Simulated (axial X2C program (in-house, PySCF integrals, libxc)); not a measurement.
# ErSe: the levels of the configuration f12 s0

Calculated with an axial X2C code built on PySCF integrals: two-component X2C with atomic mean-field Coulomb and Gaunt terms, basis Er dyall-v3z, Se dyall-v3z (cores contracted in-house). Orbitals come from Hartree–Fock averaged over the configuration Er f12 s0; CI then distributes these electrons over the f, s shells of Er.

R = 2.565 Å (near the minimum of the configuration average).

Lowest levels of this model:

```tsv
Ω	energy (cm⁻¹)	g∥	μ (D)	configuration
0	0	0.00	-12.75	100% f12
1	24	2.35	-12.75	100% f12
2	89	4.69	-12.75	100% f12
3	169	7.01	-12.74	100% f12
4	239	9.34	-12.73	100% f12
5	296	11.67	-12.71	100% f12
6	383	13.99	-12.68	100% f12
4	6318	8.86	-12.73	100% f12
1	6345	2.27	-12.73	100% f12
0	6346	0.00	-12.72	100% f12
2	6363	4.44	-12.73	100% f12
3	6402	6.62	-12.73	100% f12
0	6733	0.00	-12.74	100% f12
1	6760	1.98	-12.74	100% f12
2	6822	4.07	-12.73	100% f12
3	6901	6.16	-12.72	100% f12
4	6988	8.19	-12.70	100% f12
5	7069	10.33	-12.68	100% f12
0	11181	0.00	-12.73	100% f12
1	11218	1.92	-12.72	100% f12
2	11278	3.85	-12.72	100% f12
3	11288	5.77	-12.71	100% f12
4	11368	7.75	-12.69	100% f12
0	14283	0.00	-12.71	100% f12
0	15644	0.00	-12.70	100% f12
```

g∥ is the magnitude of 2⟨Lz + ge Sz⟩ for the +Ω component. μ is positive if the Se end is positive.

This point took 2.4 s on 1 thread of Arm Neoverse V2 (shared host).

There is no dynamic correlation: spin–orbit spacings and, for f shells, spacings inside one term are the most reliable numbers, splittings between terms come out too wide, and energies between configurations are not reliable, so the lowest level need not be the ground state of the molecule. At most 4 roots were kept for each Ω > 0 (twice that for Ω = 0) within 2.2 eV of the lowest, so higher up levels can be missing between those listed; levels with Ω > 0 are doubly degenerate and listed once, Ω = 0 levels singly. States that fill the shells left empty in the average are placed too high.
